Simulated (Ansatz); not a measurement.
```yaml
atoms:
  - { symbol: C, position_ang: [0.0358, -0.0369, -0.6229] }
  - { symbol: O, position_ang: [0.0202, -0.0440, 0.6215] }
  - { symbol: H, position_ang: [-0.0345, 0.7887, 0.9175] }
  - { symbol: H, position_ang: [0.0387, -0.9525, -1.0351] }
  - { symbol: H, position_ang: [-0.3804, 0.7370, -1.1167] }
```

Basis set: cc-pVDZ (spherical functions). Correlated methods keep 2 orbitals frozen. Charge 0, multiplicity 2.

Computed with Ansatz (development build ahead of 0.2.0); each method stands on the lowest determinant of its kind that the runs found.

**Question.** Give the atomization energy at this shape (free ground-state atoms in the same class of orbitals less the molecule, no zero-point energy) of doublet CH₃O by UHF-MP2, UHF.

**Answer.**

| method | atomization energy |
| --- | --- |
| UHF-MP2 | 15.44 eV |
| UHF | 11.41 eV |

Caution: the shape is not the minimum.
